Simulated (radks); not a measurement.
Task: Species: Sn+. Configuration: [Kr] 4d10 5s2 6s1 (not the ground configuration). Calculated with a radial shooting solver on a logarithmic mesh with Libxc functionals: Dirac Kohn-Sham, PBE, spin-unpolarised, spherical densities, point nucleus. Some entries of the table are withheld. Estimate them.

| orbital | occ. | eigenvalue (hartree) | <r> (bohr) | <1/r> (bohr^-1) |
|---|---|---|---|---|
| 1s1/2 | 2 | -1065.999 | 0.02905 | 53.09 |
| 2s1/2 | 2 | -161.2546 | 0.1251 | (1) |
| 2p1/2 | 2 | (2) | 0.1058 | 12.29 |
| 2p3/2 | 4 | (3) | 0.1112 | 11.45 |
| 3s1/2 | 2 | (4) | 0.3391 | 4.352 |
| 3p1/2 | 2 | -27.16925 | 0.3299 | 4.260 |
| 3p3/2 | 4 | -25.62148 | 0.3411 | 4.053 |
| 3d3/2 | 4 | -18.01266 | 0.3125 | 3.898 |
| 3d5/2 | 6 | -17.69319 | 0.3161 | 3.845 |
| 4s1/2 | 2 | -5.35861 | 0.8186 | 1.706 |
| 4p1/2 | 2 | -3.92724 | 0.8656 | 1.589 |
| 4p3/2 | 4 | -3.64912 | 0.8953 | 1.522 |
| 4d3/2 | 4 | -1.41031 | 1.084 | 1.232 |
| 4d5/2 | 6 | -1.37182 | 1.098 | 1.215 |
| 5s1/2 | 2 | -0.76669 | 2.238 | 0.5777 |
| 6s1/2 | 1 | -0.21787 | 5.610 | 0.2248 |

Result: 
(1) 2s1/2 <1/r> (bohr^-1): 12.31
(2) 2p1/2 eigenvalue (hartree): -150.6499
(3) 2p3/2 eigenvalue (hartree): -142.1739
(4) 3s1/2 eigenvalue (hartree): -31.47600
